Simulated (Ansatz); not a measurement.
A search over several starts for the lowest SCF solution of the cluster In2Te3 at the given spin, in a small basis.

```yaml
crystal:
  periodic: [false, false, false]
  atoms:
    - {symbol: In, position_ang: [-1.960670, -0.121099, -0.914433]}
    - {symbol: In, position_ang: [1.960279, 0.120454, 0.915328]}
    - {symbol: Te, position_ang: [-0.819913, 0.911148, 1.636688]}
    - {symbol: Te, position_ang: [0.663355, 1.127155, -1.570281]}
    - {symbol: Te, position_ang: [0.156939, -2.037657, -0.067301]}
basis:
  gaussian: {orbitals: def2-SVP, initial_orbitals: start.molden}
magnetization: {spin_polarized: true, initial_magnetization: 4}
hamiltonian: {xc: pbe, dispersion: d4}
output: {orbitals: {seedname: orbitals}}
```

The file start.molden holds the orbitals of an earlier run on this structure, at another level or in another basis.

```sh
$ ansatz run in.yaml --threads 4 --pin off --events-out ev --progress --plain --max-ram 4787MiB
```

Output, abridged:

```
Functional definition: PBE
  name "PBE"
  cite "Perdew, Burke & Ernzerhof, Phys. Rev. Lett. 77, 3865 (1996) doi:10.1103/PhysRevLett.77.3865"
  parent pbe
  parameter kappa = 0.804
  parameter beta = 0.06672455060314922
  exchange = pbe_x(kappa = kappa, mu = beta*pi^2/3)
  correlation = pbe_c(beta = beta)
1592 factors; their error is unknown
mean field evaluation 1: about -32230.7116 eV, gradient 3.5e0 eV
mean field evaluation 2: about -32230.7852 eV, gradient 9.4e-2 eV
mean field evaluation 4: about -32230.7779 eV, gradient 3.2e-4 eV
mean field evaluation 8: about -32230.1111 eV, gradient 9.7e0 eV
mean field evaluation 16: about -32230.7779 eV, gradient 5.1e-2 eV
mean field evaluation 32: about -32228.4861 eV, gradient 6.0e0 eV
mean field evaluation 64: about -32228.9584 eV, gradient 5.8e-1 eV
mean field evaluation 96: about -32228.7779 eV, gradient 2.3e0 eV
mean field -32230.77788365 eV, -1184.4592404180 hartree, gradient 7.7e-6 eV, S^2 6.010301; 9 other end points of the search recorded, 0 dependent functions left out
reference -32230.77792174 eV, -1184.4592418179 hartree; 59, 55 occupied and 71, 75 virtual orbitals, 1592 factors
Total energy: -32231.21006498 eV, -1184.4751227892 hartree
```

Run time 25 s (4 threads of Arm Neoverse V2 on a shared host).

Other converged states that the search met: 1.84 eV higher (⟨S²⟩ = 6.01), 1.88 eV higher (⟨S²⟩ = 6.01).

In the def2 sets In, Te take a core potential; there is no spin–orbit coupling. At PBE0-D4/def2-TZVP a singlet of charge 0 lies 1.71 eV below the quintet, each at its own geometry. The structure comes from a short search, and lower isomers may exist.
